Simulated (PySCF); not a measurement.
Steps of a relaxation of [Eu(NH3)3]3+

[Eu(NH3)3]3+ (singlet in the valence; each metal's 4f electrons, 6 of them, lie in its core potential, out of spins and levels). PySCF 2.14.0, RKS BP86, Eu lcecp-1-SVP with ECP52, N def2-SVP, H def2-SVP; non-relativistic Hamiltonian with scalar-relativistic core potentials where named; density fitting; no spin-orbit coupling. Origin of the start: displaced along the imaginary mode. Columns: position (Å) and force (eV/Å). Energies are counted from the last step; some of the 19 steps are shown. Forces carry noise of the integration grid, about 0.01 to 0.03 eV/Å.

Run from Python with OMP_NUM_THREADS=2. Where DIIS fails, smearing, a level shift and second-order steps follow.
It took 2 min on 2 threads of Intel(R) Xeon(R) Platinum 8488C (Sapphire Rapids), with other jobs on the host, from the converged density of the start.

```xyz
13
step 0  E = 0.133 eV
Eu    0.0000    0.0000    0.0079     0.00    0.00    0.01
N     2.4598    0.0013   -0.0232     0.76    0.02   -0.01
H     2.9215   -0.2782    0.9022    -0.26    0.23   -0.77
H     2.9069   -0.6668   -0.7307    -0.25    0.55    0.59
H     2.9148    0.9442   -0.2500    -0.27   -0.80    0.19
N    -1.2310    2.1296   -0.0232    -0.40    0.65   -0.01
H    -1.2198    2.6692    0.9022    -0.07   -0.34   -0.77
H    -0.8760    2.8509   -0.7307    -0.36   -0.49    0.59
H    -2.2751    2.0522   -0.2500     0.83    0.17    0.19
N    -1.2288   -2.1309   -0.0232    -0.36   -0.67   -0.01
H    -1.7017   -2.3910    0.9022     0.33    0.11   -0.77
H    -2.0309   -2.1841   -0.7307     0.60   -0.06    0.59
H    -0.6397   -2.9964   -0.2500    -0.56    0.64    0.19
```

```xyz
13
step 6  E = 0.027 eV
Eu    0.0000    0.0000    0.3395     0.00    0.00    0.06
N     2.4432   -0.0023   -0.0096    -0.21   -0.04    0.03
H     3.0051   -0.2742    0.8340     0.01    0.04   -0.10
H     2.7936   -0.6525   -0.7530     0.05    0.06    0.05
H     2.8448    0.9241   -0.2837     0.09   -0.04    0.00
N    -1.2196    2.1171   -0.0096     0.14   -0.16    0.03
H    -1.2651    2.7395    0.8340    -0.04   -0.01   -0.10
H    -0.8318    2.7456   -0.7530    -0.07    0.02    0.05
H    -2.2226    2.0016   -0.2837    -0.01    0.10    0.00
N    -1.2236   -2.1148   -0.0096     0.07    0.21    0.03
H    -1.7400   -2.4654    0.8340     0.02   -0.03   -0.10
H    -1.9619   -2.0931   -0.7530     0.02   -0.07    0.05
H    -0.6221   -2.9257   -0.2837    -0.08   -0.06    0.00
```

```xyz
13
step 12  E = 0.003 eV
Eu    0.0000    0.0000    0.6631     0.00    0.00   -0.02
N     2.3660    0.0000    0.0042     0.12   -0.03   -0.02
H     3.0351   -0.2600    0.7712    -0.06    0.01   -0.05
H     2.6425   -0.6569   -0.7664    -0.05    0.05    0.07
H     2.7557    0.9144   -0.3292    -0.04   -0.02    0.01
N    -1.1830    2.0490    0.0042    -0.03    0.12   -0.03
H    -1.2924    2.7585    0.7712     0.02   -0.06   -0.05
H    -0.7523    2.6169   -0.7664    -0.01   -0.07    0.07
H    -2.1698    1.9294   -0.3292     0.04   -0.03    0.01
N    -1.1830   -2.0490    0.0042    -0.09   -0.09   -0.03
H    -1.7428   -2.4985    0.7712     0.04    0.05   -0.05
H    -1.8902   -1.9600   -0.7664     0.06    0.02    0.07
H    -0.5860   -2.8437   -0.3292     0.00    0.05    0.01
```

Problem. Where does the relaxation end?

Solution. It converges at step 18 in C3:
```xyz
13
step 18  E = 0
Eu    0.0000    0.0000    0.7560
N     2.3349   -0.0004    0.0096
H     3.0306   -0.2796    0.7422
H     2.5715   -0.6404   -0.7847
H     2.7072    0.9216   -0.3183
N    -1.1671    2.0222    0.0096
H    -1.2732    2.7644    0.7422
H    -0.7312    2.5471   -0.7847
H    -2.1517    1.8837   -0.3183
N    -1.1678   -2.0219    0.0096
H    -1.7574   -2.4848    0.7422
H    -1.8403   -1.9068   -0.7847
H    -0.5555   -2.8053   -0.3183
```

Problem. How did the contacts change?

Solution. 
| contact | start (Å) | end (Å) |
| --- | --- | --- |
| Eu1–N2 (NH3) | 2.460 | 2.451 |
| Eu1–N6 (NH3) | 2.460 | 2.451 |
| Eu1–N10 (NH3) | 2.460 | 2.451 |


A frequency check found unstable modes (2, the lowest at -12 cm⁻¹), so the relaxed geometry is a saddle point, or these are noise. An lcecp potential fixes the number of 4f electrons, so in runs with it no electron can move into or out of that shell.
